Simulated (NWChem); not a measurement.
System: CH5InO3; SMILES C[O][In]([OH])[OH]

```xyz
10

In    -0.0001     0.3040    -0.0003
O      1.2581     1.8843    -0.0015
H      2.1731     1.5384    -0.0013
O     -1.9995     0.5872     0.0021
H     -2.1601     1.5522     0.0022
O      0.8169    -1.5466     0.0082
C      0.0034    -2.7027    -0.0053
H     -0.6072    -2.8086    -0.9339
H      0.6721    -3.5918     0.0471
H     -0.6970    -2.7707     0.8612
```
Atoms are numbered in this order, from 1.

Results from NWChem. Structure relaxed at the PBE-D3(BJ)/def2-SVP level. Not confirmed as a minimum by frequencies. def2 effective core potentials on In; no spin-orbit coupling. Total energies compare along this basis series because the functional is fixed.

```tsv
level	basis functions	energy (Ha)	highest occupied level (eV)	orbital gap (eV)	dipole (D)
PBE/def2-SVP	107	-456.4340	-5.92	3.07	0.19
PBE/def2-SVPD	161	-456.4740	-6.34	3.08	0.35
PBE/def2-TZVP	204	-456.7792	-6.21	3.10	0.31
PBE/def2-TZVPP	244	-456.7835	-6.21	3.10	0.28
```
